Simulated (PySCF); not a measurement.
A structure optimised at PBE0-D3(BJ)/def2-SVP, used in a PySCF frequency run:

```
Ta
O 1 1.7232
O 1 1.9209 2 114.33
H 3 0.9597 1 136.26 2 0.00
N 1 1.9886 2 106.04 3 120.55
H 5 1.0160 1 124.94 2 5.23
H 5 1.0168 6 109.47 1 -176.70
N 1 1.9886 2 106.04 5 118.90
H 8 1.0160 1 124.94 2 -5.23
H 8 1.0168 9 109.47 1 176.70
```

**Question.** Write its SMILES, formula and point group.

**Answer.** [NH2][Ta]([NH2])(=[O])[OH], H₅N₂O₂Ta, Cs

**Question.** What are its rotational constants (standard atomic weights)?

**Answer.** 3.1584, 3.0930, 2.7352 GHz
